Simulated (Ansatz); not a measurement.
Relaxation of GaH₈NSi (11 atoms, charge 0, multiplicity 1), to a largest force component of 0.03 eV/Å in at most 50 steps.

Method: RKS PBE0-D4/def2-SVP (Ansatz 0.2.0).

```xyz
11
Properties=species:S:1:pos:R:3:forces:R:3
Ga 0.099 0.504 -0.495 0.00 -0.61 0.32
N -0.264 0.096 2.566 0.00 0.76 -0.45
H -1.101 -0.369 2.913 0.00 0.00 0.00
H 0.532 -0.244 3.102 0.00 0.00 0.00
H 1.537 -0.106 -0.697 0.00 0.00 0.00
H -1.138 -0.286 -1.068 0.00 0.00 0.00
Si -0.187 2.588 0.554 -0.06 0.66 0.07
H -1.505 2.656 1.273 0.00 0.00 0.00
H 0.868 2.820 1.598 0.00 0.00 0.00
H -0.145 3.782 -0.355 0.00 0.00 0.00
H -0.364 1.108 2.767 0.05 -0.81 0.06
```

Where does it end, and by what steps?

The forces met the threshold. After 9 steps the energy has fallen by 0.756 eV; H3 moved furthest, 0.72 Å. Joined: Ga1–N2 (3.11 → 2.17 Å).

```csv
step,energy less start (eV),largest force component (eV/Å),accepted
0,0.0000,0.815,yes
1,-0.2052,0.836,yes
2,-0.4469,0.979,yes
3,-0.6054,1.305,yes
4,-0.6120,0.920,yes
5,-0.7093,0.528,yes
6,-0.7487,0.260,yes
7,-0.7544,0.090,yes
8,-0.7561,0.034,yes
9,-0.7564,0.012,yes
```

```xyz
11
Properties=species:S:1:pos:R:3
Ga 0.011 0.517 0.199
N -0.205 -0.153 2.248
H -1.002 -0.783 2.335
H 0.626 -0.664 2.546
H 1.458 -0.060 -0.078
H -1.220 -0.257 -0.425
Si -0.207 2.904 0.532
H -1.526 3.279 1.153
H 0.836 3.448 1.472
H -0.093 3.706 -0.730
H -0.346 0.613 2.906
```

Time of the run: 31 s on 2 threads of Arm Neoverse V1, on a shared host, peak memory 0.23 GiB.
